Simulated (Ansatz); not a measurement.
The same atomization along the group F, Cl, Br, I.

Isolated molecules relaxed with PBE0-D4/def2-TZVP in Ansatz; ΔE leaves out vibrations. CBS: MP2 limit from def2 TZ/QZ plus the TZ coupled-cluster correction, frozen cores. This one scheme is used for every species, atoms too. Open shells (•) are unrestricted, without spin–orbit coupling. Spin–orbit coupling would lower the free atoms: a little for Cl, F; clearly for Br, Ge; strongly for I. Elements past krypton have def2 core potentials. For Br, Ge, I outer-core shells are correlated without core-valence functions, so the limit isn't a true one: a few kJ/mol of doubt a bond, and 10 to 20 or more in all where bonds break to atoms. Scalar relativity is left out up to krypton.

Q: Order these by ΔE at CCSD(T)/CBS, lowest first. (Estimate.)
A. `[GeH3][Br]` → Ge• + 3 H• + Br•
B. `[F][GeH3]` → Ge• + 3 H• + F•
C. `[GeH3][I]` → Ge• + 3 H• + I•
D. `[Cl][GeH3]` → Ge• + 3 H• + Cl•

A: C (+12.40 eV), A (+12.95 eV), D (+13.37 eV), B (+14.66 eV).

Largest T1 diagnostic: 0.012, for `[F][GeH3]`.

For atomizations the MP2-based limit and the directly extrapolated one differ by several kJ/mol either way, and by 10 to 25 for some Ge, Se and Sn compounds, so smaller differences from it don't rank the levels.
